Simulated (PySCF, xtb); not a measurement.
H5OSi2, SMILES [SiH3]O[SiH2] (connectivity only; charge and spin as stated), charge +1, multiplicity 1.

GFN2-xTB (xtb 6.7.1) at its own geometry gives an orbital gap of 3.20 eV.

Geometry: PBE-D3(BJ)/def2-TZVP. The multiplicity is an assumed one; other spin states were not compared. The isomer is the one that the SMILES or the coordinates give; other isomers of the formula were not compared.

Q: What does PySCF with PBE/def2-TZVPD give? (The exact figures need the calculation; the answer reports its results.)

A: gap 3.55 eV (levels -12.77 and -9.22 eV).
